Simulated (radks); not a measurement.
Values are calculated unless marked as measured or tabulated.
Ionisation of the neon ion Ne+, [He] 2s2 2p5, to [He] 2s2 2p4 as the strength of local exchange is varied. Level of theory: non-relativistic Kohn-Sham, Slater X-alpha exchange (alpha = 2/3 is LDA exchange), no correlation, spin-unpolarised, spherical densities, point nucleus (a radial shooting solver on a logarithmic mesh with Libxc functionals).

alpha  E(Ne+) (hartree)  exchange (hartree)  IE (eV)  -e of the level emptied (eV)  <r> of it (bohr)
0.667        -126.72129           -10.43318   41.688                   30.780 (2p)            0.8884
0.824        -129.19675           -13.09536   45.819                   34.568 (2p)            0.8613
0.995        -131.93763           -16.08376   50.535                   38.929 (2p)            0.8341
1.047        -132.78034           -17.01083   52.014                   40.302 (2p)            0.8263
1.049        -132.81284           -17.04666   52.071                   40.356 (2p)            0.8260

NIST Atomic Spectra Database: 40.963 eV (measured). The central value is not met in this range of alpha. Spin polarisation and multiplet splitting are left out, so open shells lie too high by an amount that depends on their filling.

Beside tabulated values, note that spin-unpolarised runs miss the spin-polarisation part of the exchange energy of open shells.
